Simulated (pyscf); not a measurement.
## `[NH2][Zn][Cl]`, singlet

Gas-phase minimum from PySCF at ωB97X-D3(BJ)/def2-SVP, one conformer. 

SMILES: [NH2][Zn][Cl]
```xyz
5

N     -0.2840     0.3149    -1.1903
Zn     0.8491     0.4776     0.2103
Cl     2.2268     0.7689     1.7746
H     -1.2666     0.5413    -1.0618
H     -0.2232    -0.5070    -1.7852
```
Charge 0, spin multiplicity 1.

Bond lengths (Å): N1–Zn2 1.809, N1–H4 1.016, N1–H5 1.016, Zn2–Cl3 2.105. Angles (°): Zn2–N1–H4 119.2, Zn2–N1–H5 119.2, H4–N1–H5 108.2, N1–Zn2–Cl3 176.3.

Properties at ωB97X-D3(BJ)/def2-SVP:

| Property | Value |
|---|---|
| Harmonic wavenumbers, unscaled | 121, 128, 335, 417, 710, 732, 1547, 3599, 3686 cm⁻¹ |
| Zero-point energy | 16.1 kcal/mol |
| Rotational symmetry number | 1 |
| Entropy of this conformer at 298 K and 1 atm, rigid rotor and harmonic oscillator, modes under 100 cm⁻¹ raised to 100 | 299.2 J/(mol K) |
| Dipole moment | 2.54 D |

Single-point totals, which compare only within one level (frozen core for MP2 and CC):

| level | total energy (hartree) |
|---|---|
| ωB97X-D3(BJ)/def2-TZVP | -2295.64135 |
| PBE/def2-TZVP | -2295.13106 |
| r²SCAN/def2-TZVP | -2295.57881 |
| B3LYP-D3(BJ)/def2-TZVP | -2295.72623 |
| PBE0-D3(BJ)/def2-TZVP | -2295.19130 |
| M06-2X/def2-TZVP | -2295.59027 |
| ωB97M-D3(BJ)/def2-TZVP | -2295.74799 |
| HF/def2-TZVPP | -2293.02103 |
| MP2/def2-TZVPP | -2294.26218 |
| CCSD/def2-TZVPP | -2294.20059 |
| CCSD(T)/def2-TZVPP | -2294.23509 |

Soft torsions are taken as harmonic, which can shift the entropy by several J/(mol K). The CCSD(T) − MP2 part came from Ansatz, without density fitting, on the same reference. The frozen core leaves the outer d or s,p core shells of the metals and heavy elements correlated in the MP2 and CC values, and def2-TZVPP describes them poorly, so these totals are far from the basis limit. Elements up to Kr have no core potential and no relativistic terms here.
